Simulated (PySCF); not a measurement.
hydrogen selenide cation (H2Se), SMILES [SeH2] (connectivity only; charge and spin as stated), charge +1, multiplicity 2.

Geometry optimised at B3LYP-D3(BJ)/def2-TZVPD. The spin state was assumed, not searched.

Computed with M06-2X/def2-TZVPD (PySCF).

### Question
Estimate the frontier levels, dipole moment and polarisability. (The exact figures need the calculation; the answer reports its results.)

### Answer

```yaml
"α spin, highest occupied and lowest empty level": -17.94 and -6.45 eV
"β spin, highest occupied and lowest empty level": -19.13 and -11.21 eV
dipole_moment_about_the_centre_of_nuclear_charge: 1.41 D
mean_static_polarisability: 20.2 bohr³ (3.00 Å³)
polarisability_principal_values: 17.2, 21.2, 22.3 bohr³
"⟨S²⟩": 0.756 (pure state 0.75)
```
